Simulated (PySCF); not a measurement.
## Trend along the alkaline earths: MF molecules

PBE with triple-zeta basis sets in PySCF, for the lowest determinant that a PBE0 search found; no spin–orbit coupling. De refers to high-spin ground-configuration atoms. A positive dipole means M(−)F(+).

```
 M         basis  state (unpaired electrons)  Re (Å)  ωe (cm⁻¹)  De (eV)  μ (D)
Be  x2c-TZVPPall               doublet (σ ↑)   1.382       1195     6.18  -1.11
Mg  x2c-TZVPPall               doublet (σ ↑)   1.783        670     4.66  -3.20
Ca    def2-TZVPP               doublet (σ ↑)   1.951        586     5.91  -2.85
Sr    def2-TZVPP               doublet (σ ↑)   2.076        493     5.75  -3.36
Ba  x2c-TZVPPall               doublet (σ ↑)   2.156        469     6.33  -2.97
```

Problem. By what factor does the harmonic wavenumber vary along the series?

Solution. At PBE it runs from 469 cm⁻¹ (BaF) to 1195 cm⁻¹ (BeF), a factor of 2.55.

The rows differ in basis set, which adds steps of its own.

Down a group the atoms grow and get heavier, so bonds lengthen and wavenumbers fall; this series shows no clear exception.

These are scalar-relativistic numbers at best; spin–orbit coupling would shift them, the dissociation energy most. States were picked by a PBE0 search and need not be the measured ground states.
